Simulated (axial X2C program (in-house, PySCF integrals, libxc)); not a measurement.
Spin–orbit effects down a group: molecules with Br (ions), HF

Calculated with an axial X2C code built on PySCF integrals, spin-free (one-electron X2C) or two-component (2c: spin–orbit coupling with atomic mean-field Coulomb and Gaunt terms, which also bring small scalar terms), in Dyall basis sets with cores contracted in-house; open shells are unrestricted.

Basis sets: Be dyall-cv3z, Br dyall-cv3z, Ca dyall-cv3z, Mg dyall-cv3z, Sr dyall-cv3z.

```tsv
molecule	spin-free state	Re (Å)	ωe (cm⁻¹)	De (eV)	2c state	Re 2c (Å)	ωe 2c (cm⁻¹)	De 2c (eV)
BeBr⁺	M_S = 0, Λ = 0	1.864	877.7	2.64	Ω = 0	1.865	875.8	2.48
MgBr⁺	M_S = 0, Λ = 0	2.248	465.2	1.63	Ω = 0	2.249	464.0	1.48
CaBr⁺	?	?	?	?	?	?	?	?
SrBr⁺	M_S = 0, Λ = 0	2.671	257.2	2.74	Ω = 0	2.672	257.0	2.58
```

(1) Estimate the 2c Re and ωe of CaBr⁺ as the mean of its neighbours in the table.

Fragments in 2c: Br + Be+, Br + Mg+, Br + Ca+, Sr+ + Br. Each entry is the lowest single determinant of a limited PBE0 search at one distance. De goes to single-determinant-based atoms at the same level (for ions the charge split of lowest energy) and is withheld (n/a) where an atom does not fit its ground term or J level. Main or longest-lived isotopes.

Answers

(1) Re ≈ 2.461 Å, ωe ≈ 360.5 cm⁻¹. The HF runs give the row below, so the estimate misses by -0.069 Å and 19.2 cm⁻¹.

| molecule | spin-free state | Re (Å) | ωe (cm⁻¹) | De (eV) | 2c state | Re 2c (Å) | ωe 2c (cm⁻¹) | De 2c (eV) |
| --- | --- | --- | --- | --- | --- | --- | --- | --- |
| CaBr⁺ | M_S = 0, Λ = 0 | 2.529 | 341.6 | 2.59 | Ω = 0 | 2.530 | 341.3 | 2.43 |
